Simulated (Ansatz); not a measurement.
C2H3O2, doublet (typed; the unrestricted solution is spin-contaminated), geometry from GFN2-xTB; MP2/STO-3G in Ansatz (a program for electronic structure).

Here is a job for Ansatz.
Ansatz 0.2 input:
```yaml
crystal:
  periodic: [false, false, false]
  atoms:
    - {symbol: C, position_ang: [-1.36117832, -0.26974965, 0.13237859]}
    - {symbol: C, position_ang: [0.00579222, 0.10746035, -0.00938527]}
    - {symbol: O, position_ang: [0.41203326, 1.24989483, -0.13701374]}
    - {symbol: O, position_ang: [0.85181276, -0.94705890, 0.00975486]}
    - {symbol: H, position_ang: [-1.62384014, -1.30516767, 0.23952430]}
    - {symbol: H, position_ang: [-2.11821760, 0.49114534, 0.13041341]}
    - {symbol: H, position_ang: [1.76360616, -0.63492926, -0.08982650]}
basis:
  gaussian:
    orbitals: STO-3G
magnetization: {spin_polarized: true, initial_magnetization: 1}
correlation: {method: mp2}
```

It wrote (shortened):

```
Functional definition: HF
326 factors; integrals over basis functions are off by at most 5.2e-5 eV
mean field evaluation 1: about -6094.7597 eV, gradient 2.6e1 eV
mean field evaluation 2: about -6094.9161 eV, gradient 2.6e1 eV
mean field evaluation 4: about -6099.7684 eV, gradient 3.2e0 eV
mean field evaluation 8: about -6100.3244 eV, gradient 3.2e-1 eV
mean field evaluation 16: about -6100.3192 eV, gradient 1.7e-6 eV
mean field -6100.31917469 eV, -224.1825947249 hartree, gradient 1.7e-6 eV, S^2 1.016921; 1 other end points of the search recorded, 0 dependent functions left out
4 core orbitals not correlated
reference -6100.31917469 eV, -224.1825947249 hartree; 12, 11 occupied and 7, 8 virtual orbitals, 326 factors
second order -4.07557492 eV of doubles, -0.00000000 eV of singles
Total energy: -6104.39474960 eV, -224.3323693406 hartree
```
